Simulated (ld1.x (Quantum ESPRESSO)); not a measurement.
## Before and after: TM potential for Tl (Z = 81)

* Element: Tl
* Generator: ld1.x (Quantum ESPRESSO) 7.5
* Type: norm-conserving Troullier–Martins (Kleinman–Bylander form)
* Functional: LDA (PZ)
* Relativity: scalar-relativistic
* Frozen core: [Xe] 4f14 5d10
* Valence charge: 3
* Reference configuration: 6s2 6p0 (charge +1)
* Partial waves: 6s (bound): rc 1.55 bohr; 6p (bound, empty): rc 2.95 bohr
* Local potential: the p channel
* Core correction: none

All-electron outer shells of the reference configuration (LDA (PZ), scalar-relativistic, ld1.x):

```json
{"shell": "5d", "level (eV)": "-22.98", "outermost node (bohr)": "0.53", "outermost maximum (bohr)": "1.11"}
{"shell": "6s", "level (eV)": "-16.69", "outermost node (bohr)": "1.04", "outermost maximum (bohr)": "2.05"}
{"shell": "6p", "level (eV)": "-8.45", "outermost node (bohr)": "1.22", "outermost maximum (bohr)": "2.70"}
```

Change: functional revPBE.

Cutoffs: the cutoffs (Ry, on a coarse ladder) from which the occupation-weighted sum of valence levels, in a spherical-Bessel basis at the reference potential, stays within 10 and 1 mRy of its value at 400 Ry; they do not see the model core or the augmentation charge, which bear on the density cutoff. Errors are all-electron minus pseudo energies relative to the spin-unpolarised reference configuration.

Problem. What does the change do?

Solution. The potential gets neither clearly harder nor softer (35 Ry and 140 Ry → 40 Ry and 140 Ry); the number of tests with a reliable result goes from 9 to 7; of the 7 tests that both files solve, the error grows in 6 and shrinks in 1 by more than 15 % and 0.3 meV (median size 64.6 → 86.1 meV); neither file shows a bound ghost.

```tsv
quantity	base	changed
cutoff, loose	35 Ry	40 Ry
cutoff, tight	140 Ry	140 Ry
bound ghosts	none	none
error for 6s2 6p1, meV [ΔE -5.41 → -5.07 eV]	+47	+86
error for 6s1 6p0, meV [ΔE 21.20 → 20.65 eV]	+95	+35
error for 6s2 6p0.5, meV [ΔE -3.44 → -3.26 eV]	+17	+28
error for 6s0 6p3, meV [ΔE 9.99 → 10.13 eV]	+292	+585
error for 6s1 6p2, meV [ΔE 2.07 → 2.34 eV]	+114	+254
error for 6s2 6p1.3, meV [ΔE -5.96 → -5.54 eV]	+65	+122
error for 6s1 6p1, meV [ΔE 8.38 → 8.28 eV]	+40	+65
s: phases at 3.20 bohr within 0.05 rad from the reference energy up to (Ry; the scan ends near 5)	0.5	0.6
p: phases at 3.20 bohr within 0.05 rad from the reference energy up to (Ry; the scan ends near 5)	1.6	1.7
```
